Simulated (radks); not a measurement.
Valence configurations of neutral bromine (all share [Ar]). All-electron calculation, Dirac Kohn-Sham, PBEsol, spin-unpolarised, spherical densities, finite nucleus; open shells fill j = l - 1/2 first; Fermi nuclear charge, rms radius 4.1629 fm. Program: a radial shooting solver on a logarithmic mesh with Libxc functionals. Energies are relative to 3d10 4s2 4p5; eigenvalues in eV.

| valence | E (eV) | e(3d3/2) | e(3d5/2) | e(4p1/2) | e(4p3/2) | e(4s1/2) |
|---|---|---|---|---|---|---|
| 3d10 4s2 4p5 | 0.000 | -67.278 | -66.193 | -8.168 | -7.669 | -20.096 |
| 3d10 4s1.5 4p5.5 | 6.240 | -68.085 | -66.999 | -8.491 | -7.981 | -20.514 |
| 3d10 4s1 4p6 | 12.532 | -68.875 | -67.788 | -8.804 | -8.284 | -20.919 |
| 3d9 4s2 4p6 | 64.004 | -79.674 | -78.531 | -9.553 | -8.964 | -22.351 |
| 3d9.5 4s1.5 4p6 | 37.104 | -74.192 | -73.078 | -9.173 | -8.619 | -21.633 |
| 3d9.5 4s2 4p5.5 | 30.621 | -73.412 | -72.299 | -8.860 | -8.316 | -21.232 |

NIST lists [Ar] 3d10 4s2 4p5 as the ground configuration; this level of theory agrees among the configurations tried. The energies are those of spherical spin-averaged densities, not of single terms.
